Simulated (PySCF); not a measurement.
Ligands exchanged one at a time, Ge OH-OCH3. Gas-phase values, no solvent. One relaxed conformer stands for each flexible species; it need not be the lowest. Strings in code marks are SMILES.

The four lowest singlet excitations (Tamm–Dancoff). Level of theory: PBE0-D3(BJ)/def2-TZVP // PBE0-D3(BJ)/def2-SVP (PySCF). Excitations are Tamm–Dancoff values on a coarser integration grid. The basis has no diffuse functions, so Rydberg states are missing or too high.

| state | energy (eV) | wavelength (nm) | oscillator strength |
|---|---|---|---|
| S1 | 6.79 | 183 | 0.010 |
| S2 | 6.84 | 181 | 0.008 |
| S3 | 7.05 | 176 | 0.019 |
| S4 | 7.47 | 166 | 0.044 |

Question: Identify which member gives these states.
A) `[OH][Ge]([OH])([OH])[OH]`
B) `C[O][Ge]([O]C)([O]C)[O]C`
C) `C[O][Ge]([OH])([O]C)[O]C`
D) `C[O][Ge]([OH])([OH])[OH]`

Answer: C, `C[O][Ge]([OH])([O]C)[O]C`
